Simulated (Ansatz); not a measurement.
Species: sum formula Si2NH4Cl3, charge 0, multiplicity 1. 
Geometry from a B3LYP-D3(BJ)/def2-TZVP (Ansatz, a first-principles code) optimisation:
```xyz
10

Si     2.6201    -0.6247     0.4986
N      1.2606    -0.3492    -0.5654
Si    -0.3336     0.0720    -0.1945
Cl    -0.8627     1.8824    -0.9902
Cl    -1.6750    -1.2960    -0.9145
Cl    -0.4829     0.1639     1.8414
H      3.7640    -0.9325    -0.3878
H      2.9183     0.5756     1.3077
H      2.3690    -1.7622     1.4083
H      1.4632    -0.4525    -1.5511
```
Charge 0, spin multiplicity 1.

Basis-set convergence of Hartree-Fock and CCSD correlation energies (hartree) with Ansatz. Correlated levels leave the core frozen unless marked. No spin-orbit coupling. No relativistic terms.

```csv
basis,functions,E(HF),"E(corr, CCSD)"
cc-pV(D+d)Z,149,-2013.39067,-0.83712
cc-pV(T+d)Z,281,-2013.49236,-1.08334
cc-pV(Q+d)Z,495,-2013.51474,-1.16815
```

Extrapolating the two largest sets (X = 3 and 4) as X^-3: E(corr) = (64·(-1.16815) - 27·(-1.08334))/37 = -1.2300 Eh, an estimate of the basis-set limit. The largest set recovers 95.0 % of it, the smallest 68.1 %.
